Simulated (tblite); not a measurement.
Compound: C₃H₆Cl₄Si.
SMILES with atom numbers: `[CH3:1][C@H:2]([CH2:3][Cl:4])[Si:5]([Cl:6])([Cl:7])[Cl:8]` (hydrogens: H9, H10, H11 on C1; H12 on C2; H13, H14 on C3)

Computed with GFN2-xTB (tblite), gas phase: L-BFGS steps from a force-field or distance-geometry start until the largest atomic force falls under 0.01 eV/Å.

The end geometry, which sets the zero of energy:
```
atom  x, y, z in Å
C1      0.2466   -1.4883   -0.2366
C2     -0.0579   -0.1371    0.4164
C3     -1.4649    0.3256    0.0569
Cl4    -2.6932   -0.7883    0.7248
Si5     1.2450    1.1949   -0.0605
Cl6     1.2043    1.4927   -2.0577
Cl7     3.0796    0.5686    0.4955
Cl8     0.8127    2.9353    0.8748
H9     -0.4973   -2.2213    0.0663
H10     1.2268   -1.8493    0.0634
H11     0.2256   -1.4053   -1.3210
H12    -0.0260   -0.2761    1.5026
H13    -1.6891    1.3063    0.4752
H14    -1.6129    0.3417   -1.0225
```

Problem. These geometries come from the run, each turned onto the end geometry. Order them by energy, lowest first.
A.
```
atom  x, y, z in Å
C1      0.1215   -1.4246   -0.5455
C2      0.0282   -0.2114    0.3956
C3     -1.3968    0.3148    0.4327
Cl4    -2.4937   -0.9265    1.1160
Si5     1.2504    1.1986   -0.1276
Cl6     1.9362    0.7500   -2.0039
Cl7     2.7726    1.2497    1.2252
Cl8     0.3193    3.0246   -0.1115
H9     -0.8783   -1.7943   -0.7088
H10     0.7042   -2.1915   -0.0419
H11     0.5564   -1.1441   -1.5027
H12     0.2666   -0.5425    1.3949
H13    -1.4518    1.2216    1.0362
H14    -1.7356    0.4748   -0.5809
```
B.
```
atom  x, y, z in Å
C1      0.2315   -1.4886   -0.2602
C2     -0.0490   -0.1457    0.4226
C3     -1.4562    0.3442    0.1036
Cl4    -2.6826   -0.8467    0.6210
Si5     1.2515    1.1865   -0.0644
Cl6     1.2637    1.3346   -2.0799
Cl7     3.0742    0.6529    0.6071
Cl8     0.7589    2.9816    0.7275
H9     -0.4962   -2.2326    0.0540
H10     1.2201   -1.8489    0.0080
H11     0.1610   -1.3942   -1.3408
H12     0.0053   -0.3074    1.5045
H13    -1.6860    1.2626    0.6404
H14    -1.5970    0.5011   -0.9658
```
C.
```
atom  x, y, z in Å
C1      0.2240   -1.4705   -0.2935
C2     -0.0491   -0.1446    0.4265
C3     -1.4674    0.3482    0.1586
Cl4    -2.6762   -0.8836    0.6181
Si5     1.2551    1.1777   -0.0818
Cl6     1.4044    1.2303   -2.0956
Cl7     3.0255    0.6694    0.7410
Cl8     0.7165    3.0131    0.5724
H9     -0.4867   -2.2258    0.0350
H10     1.2327   -1.8186   -0.0837
H11     0.1228   -1.3528   -1.3694
H12     0.0287   -0.3356    1.5033
H13    -1.7001    1.2369    0.7452
H14    -1.6308    0.5555   -0.8985
```
D.
```
atom  x, y, z in Å
C1      0.1180   -1.4578   -0.5179
C2      0.0208   -0.2031    0.3690
C3     -1.4141    0.3175    0.4054
Cl4    -2.5137   -0.8927    1.1339
Si5     1.2659    1.1934   -0.1212
Cl6     2.0294    0.9211   -1.9728
Cl7     2.7964    1.2609    1.2022
Cl8     0.3423    3.0006   -0.1375
H9     -0.8599   -1.9199   -0.6322
H10     0.7700   -2.1997   -0.0668
H11     0.4983   -1.2358   -1.5100
H12     0.2496   -0.5141    1.3930
H13    -1.5026    1.2085    1.0236
H14    -1.8012    0.5204   -0.5912
```
E.
```
atom  x, y, z in Å
C1      0.1419   -1.4478   -0.4897
C2     -0.0096   -0.1925    0.3731
C3     -1.4382    0.3337    0.3050
Cl4    -2.5838   -0.8312    1.0266
Si5     1.2820    1.1690   -0.0666
Cl6     1.9902    0.9279   -1.9379
Cl7     2.7873    1.0434    1.2736
Cl8     0.4473    3.0102    0.0372
H9     -0.5541   -2.2083   -0.1460
H10     1.1518   -1.8414   -0.4205
H11    -0.0734   -1.2306   -1.5328
H12     0.1704   -0.4856    1.4132
H13    -1.5514    1.2601    0.8649
H14    -1.7612    0.4925   -0.7226
```

Solution. B (0.010 eV), C (0.018 eV), E (0.049 eV), D (0.151 eV), A (0.272 eV).

In the order of the answer:

| step | E above end (eV) | largest force (eV/Å) | rms force component (eV/Å) | rms distance from end (Å) | rms bond change (Å) | bond most changed (Å) |
| --- | --- | --- | --- | --- | --- | --- |
| 89 | 0.010 | 0.08 | 0.028 | 0.107 | 0.001 | Si5–Cl7 -0.002 |
| 81 | 0.018 | 0.07 | 0.026 | 0.191 | 0.001 | C2–Si5 +0.002 |
| 39 | 0.049 | 0.06 | 0.023 | 0.522 | 0.002 | Si5–Cl6 -0.004 |
| 16 | 0.151 | 0.14 | 0.044 | 0.639 | 0.005 | C2–Si5 +0.011 |
| 2 | 0.272 | 0.55 | 0.226 | 0.666 | 0.014 | Si5–Cl6 +0.028 |

The cost below is that of the whole relaxation. Time: 2.3 s. Hardware: one thread, Arm Neoverse N1 (aarch64) (shared host).
